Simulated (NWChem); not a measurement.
System: H₃S₂ cation; SMILES S[SH2+]

Output (shortened):

```
             Northwest Computational Chemistry Package (NWChem) 7.3.0
             --------------------------------------------------------

                             Geometry "geometry" -> ""
                             -------------------------

 Output coordinates in angstroms (scale by  1.889725989 to convert to a.u.)

  No.       Tag          Charge          X              Y              Z
 ---- ---------------- ---------- -------------- -------------- --------------
    1 S                   16.0000    -0.05317600    -1.12324300     0.00000000
    2 S                   16.0000     0.04644600     0.98986900     0.00000000
    3 H                    1.0000     1.29539500    -1.23984500     0.00000000
    4 H                    1.0000    -0.82096800     1.29529700     0.99893700
    5 H                    1.0000    -0.82096800     1.29529700    -0.99893700

 Effective nuclear repulsion energy (a.u.)      92.8585634932

  pbe96 is a nonlocal functional; adding pw91lda local functional.
                              NWChem Property Module
                              ----------------------

                                 NWChem DFT Module
                                 -----------------

 Summary of "ao basis" -> "ao basis" (spherical)
 ------------------------------------------------------------------------------
       Tag                 Description            Shells   Functions and Types
 ---------------- ------------------------------  ------  ---------------------
 S                        sadlej pvtz               14       32   7s5p2d
 H                        sadlej pvtz                5        9   3s2p

            General Information
            -------------------
          SCF calculation type: DFT
          Wavefunction type:  closed shell.
          No. of atoms     :     5
          No. of electrons :    34
           Alpha electrons :    17
            Beta electrons :    17
          Charge           :     1
          Spin multiplicity:     1
          Use of symmetry is: off; symmetry adaption is: off
          Maximum number of iterations: 150
          AO basis - number of functions:    91
                     number of shells:    43
          Convergence on energy requested:  1.00D-06
          Convergence on density requested:  1.00D-05
          Convergence on gradient requested:  5.00D-04

              XC Information
              --------------
          PerdewBurkeErnzerhof Exchange Functional  1.000
            Perdew 1991 LDA Correlation Functional  1.000 local
           PerdewBurkeErnz. Correlation Functional  1.000 non-local

             Grid Information
             ----------------
          Grid used for XC integration:  medium
          Radial quadrature: Mura-Knowles
          Angular quadrature: Lebedev.
          Tag              B.-S. Rad. Rad. Pts. Rad. Cut. Ang. Pts.
          ---              ---------- --------- --------- ---------
          S                   1.00       88          14.0       590
          H                   0.35       45          14.0       434
          Grid pruning is: on
          Number of quadrature shells:   311
          Spatial weights used:  Erf1

      Superposition of Atomic Density Guess
      -------------------------------------

 Sum of atomic energies:        -796.46189710

 Renormalizing density from      35.00 to     34

      Non-variational initial energy
      ------------------------------

 Total energy =    -782.574370
 1-e energy   =   -1248.281165
 2-e energy   =     372.848232
 HOMO         =      -0.670858
 LUMO         =      -0.419975

   convergence    iter        energy       DeltaE   RMS-Dens  Diis-err
 ---------------- ----- ----------------- --------- --------- ---------
 d= 0,ls=0.0,diis     1   -797.3934360282 -8.90D+02  2.29D-02  3.49D+00
 d= 0,ls=0.0,diis     2   -797.3289092218  6.45D-02  1.70D-02  1.47D+00
 d= 0,ls=0.0,diis     3   -797.4274559895 -9.85D-02  6.77D-03  6.11D-01
 d= 0,ls=0.0,diis     4   -797.5296054199 -1.02D-01  1.93D-03  3.77D-02
 d= 0,ls=0.0,diis     5   -797.5344508614 -4.85D-03  6.09D-04  4.62D-03
  Resetting Diis
 d= 0,ls=0.0,diis     6   -797.5351466385 -6.96D-04  1.49D-04  2.99D-04
 d= 0,ls=0.0,diis     7   -797.5351990969 -5.25D-05  3.05D-05  1.89D-06
 d= 0,ls=0.0,diis     8   -797.5351987313  3.66D-07  1.64D-05  4.47D-06
 d= 0,ls=0.0,diis     9   -797.5351994006 -6.69D-07  4.13D-06  1.65D-07

         Total DFT energy =     -797.535199400598
      One electron energy =    -1276.684237790391
           Coulomb energy =      438.070232982365
    Exchange-Corr. energy =      -51.779758085777
 Nuclear repulsion energy =       92.858563493205

 Numeric. integr. density =       33.999983413750

                       DFT Final Molecular Orbital Analysis
                       ------------------------------------

[...]

 DFT Linear Response polarizability / au
 Frequency  =       0.0000000 / au
              X              Y              Z
 -----------------------------------------------
 X      32.5974729     -3.1064885     -0.0000000
 Y      -3.1065055     50.4724732      0.0000000
 Z      -0.0000000      0.0000000     31.8776241
 -----------------------------------------------
 Eigenvalues =      32.0729871     50.9969591     31.8776241
 Isotropic   =      38.3158567
 Anisotropic =      19.0224059
 -----------------------------------------------

 Magnetic Dipole Response Matrix (nonzero elements):

 Exiting AOResponse driver routine
```

Level: PBE/Sadlej pVTZ. Geometry: optimised at B3LYP/6-31G* (spherical d).

**Question.** Reconstruct the input file.

**Answer.** One answer among several that fit: the input that was run:
```
start job
memory heap 200 mb stack 900 mb global 1100 mb
charge 1
geometry units angstroms noautosym nocenter noautoz
  S     -0.053176    -1.123243     0.000000
  S      0.046446     0.989869     0.000000
  H      1.295395    -1.239845     0.000000
  H     -0.820968     1.295297     0.998937
  H     -0.820968     1.295297    -0.998937
end
basis spherical
  S library sadlej_pvtz
  H library sadlej_pvtz
end
dft
  xc xpbe96 cpbe96
  iterations 150
end
property
  response 1 0.0
end
task dft property
```
